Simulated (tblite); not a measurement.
C4H6O2Si.
Atom-mapped SMILES: `[CH:1]#[C:2][C:3](=[O:4])[CH2:5][SiH2:6][OH:7]` (hydrogens: H8 on C1; H9, H10 on C5; H11, H12 on Si6; H13 on O7)

Computed geometry: GFN2-xTB, gas phase.

What internal coordinates does the optimisation give?

```csv
bond,length (pm),order
C1≡C2,120.1,triple
C2–C3,143.9,single
C3=O4,122.0,double
C3–C5,147.9,single
C5–Si6,193.5,single
Si6–O7,161.2,single
C1–H8,105.1,single
"C5–H9, C5–H10",108.7,single
"Si6–H11, Si6–H12",145.9,single
O7–H13,96.5,single
```

Bonds in one row agree within 1 pm and their mean is given. Orders are formal, as drawn. A selection of angles:
```csv
angle,degrees
C2–C1–H8,179.2
C1–C2–C3,178.6
C2–C3–O4,122.0
C2–C3–C5,114.7
O4–C3–C5,123.2
C3–C5–Si6,105.4
C3–C5–H9,112.4
C3–C5–H10,109.6
Si6–C5–H9,113.1
Si6–C5–H10,106.4
H9–C5–H10,109.8
C5–Si6–O7,106.8
C5–Si6–H11,108.4
O7–Si6–H11,108.0
O7–Si6–H12,111.2
H11–Si6–H12,114.1
Si6–O7–H13,118.3
```

Dihedral angles: C2–C3–C5–Si6 111° (anticlinal); C3–C5–Si6–O7 46° (synclinal); H13–O7–Si6–C5 -17° (synperiplanar). The mirror-image conformer, all signs reversed, is as good.

The C–C distances run from 1.201 Å (C1≡C2, drawn triple) to 1.479 Å (C3–C5, drawn single), a spread of 0.278 Å. H13 on O7 lies 2.03 Å from O4, 5 bonds away (angle at H 135°; Bondi radii sum to 2.72 Å). Si6 (oxygen-bound silicon) is distorted tetrahedral (angles from 106.8° to 114.1°). Of the pairs four or more bonds apart, those above aside, C3···H13 is among the closest relative to their van der Waals radii: 2.59 Å, 89 % of the sum of Bondi's values.

Point group: C1 (no symmetry element, even within 0.4 Å). Its GFN2-xTB frequencies are all real (lowest 49 cm⁻¹). One conformer, not necessarily the lowest (C2–C3–C5–Si6 111°, C3–C5–Si6–O7 46°, C5–Si6–O7–H -17°).

Hardware: an Arm Neoverse N1 with one thread, shared host with 64 logical CPUs at a one-minute load of 60. Cost: 1.5 s of wall time. These figures are those of the optimisation.
